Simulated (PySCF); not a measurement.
C₂H₅CdF. Atoms are numbered in the order given.

```xyz
9

Cd     0.0820    -0.3727     0.0000
F     -0.3879    -2.2635     0.0000
C      0.5889     1.6822     0.0000
C     -0.6096     2.6340     0.0000
H      1.2261     1.8420    -0.8840
H      1.2261     1.8420     0.8840
H     -1.2489     2.4973     0.8868
H     -1.2489     2.4973    -0.8868
H     -0.2772     3.6877     0.0000
```

Coordinates come from a B3LYP-D3(BJ)/def2-SVP optimisation. The structure was generated by enumeration; whether it is a known compound was not checked. The def2 effective core potentials stand for the cores of Cd; spin–orbit coupling is left out. One conformer was computed; it need not be the lowest.

Calculation: PBE/def2-TZVPD in PySCF.

Symmetry labels are those of the subgroup Cs that the program uses (full group Cs).

Computed valence orbital energies around the gap with their symmetry:
```json
[
 {"orbital": "HOMO−7", "symmetry": "A\"", "energy (eV)": "-10.91"},
 {"orbital": "HOMO−6", "symmetry": "A'", "energy (eV)": "-10.31"},
 {"orbital": "HOMO−5", "symmetry": "A'", "energy (eV)": "-9.35"},
 {"orbital": "HOMO−4", "symmetry": "A\"", "energy (eV)": "-8.62"},
 {"orbital": "HOMO−3", "symmetry": "A'", "energy (eV)": "-8.43"},
 {"orbital": "HOMO−2", "symmetry": "A'", "energy (eV)": "-7.44"},
 {"orbital": "HOMO−1", "symmetry": "A\"", "energy (eV)": "-7.44"},
 {"orbital": "HOMO", "symmetry": "A'", "energy (eV)": "-6.79"},
 {"orbital": "LUMO", "symmetry": "A'", "energy (eV)": "-1.77"},
 {"orbital": "LUMO+1", "symmetry": "A'", "energy (eV)": "-1.02"},
 {"orbital": "LUMO+2", "symmetry": "A\"", "energy (eV)": "-0.90"},
 {"orbital": "LUMO+3", "symmetry": "A'", "energy (eV)": "0.01"}
]
```
